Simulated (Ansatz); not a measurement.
```yaml
crystal:
  periodic: [false, false, false]
  atoms:
    - {symbol: F, position_ang: [-1.802033, -0.312399, 1.691299]}
    - {symbol: In, position_ang: [-1.442610, 0.503549, -0.067606]}
    - {symbol: C, position_ang: [0.138693, -0.780653, -0.811317]}
    - {symbol: B, position_ang: [1.251573, 0.178949, -0.402263]}
    - {symbol: S, position_ang: [1.628569, 0.604822, 1.310768]}
    - {symbol: H, position_ang: [-2.408161, 1.854199, -0.415853]}
    - {symbol: H, position_ang: [0.041206, -1.006034, -1.870741]}
    - {symbol: H, position_ang: [-0.039080, -1.651555, -0.177642]}
    - {symbol: H, position_ang: [1.845514, 0.852653, -1.192846]}
    - {symbol: H, position_ang: [0.786328, -0.243531, 1.936181]}
basis:
  gaussian: {orbitals: x2c-TZVPPall}
hamiltonian: {xc: {name: CCSD(T)}}
```

```sh
$ ansatz run in.yaml --threads 4 --pin off --events-out ev --progress --plain --max-ram 10444MiB
```

Shortened log:

```
Error: YAML parse error: error: line 16 column 19: hamiltonian.xc: no functional is named "CCSD(T)"; the names, which are not case-sensitive, are SVWN5, SPW92, PBE, PBE0, PBEsol, revPBE, revPBE0, RPBE, rPW86-PBE, HSE06, wPBEh, LC-wPBE, HISS, HF, BLYP, B3LYP, B3LYP5, BHLYP, CAM-B3LYP, r2SCAN, r2SCANh, r2SCAN0, r2SCAN50, m-r2SCAN, B97, wB97, wB97X, wB97X-V, B97M-V, wB97M-V, B2PLYP, B2GP-PLYP, PBE0-DH, PBE-QIDH
14 | basis:
15 |   gaussian: {orbitals: x2c-TZVPPall}
16 | hamiltonian: {xc: {name: CCSD(T)}}
```

Question: Something in this input is off. What?

Answer: The method's name isn't one that the program takes here. The program refused the input.

HSE06 is defined as in plane-wave codes.
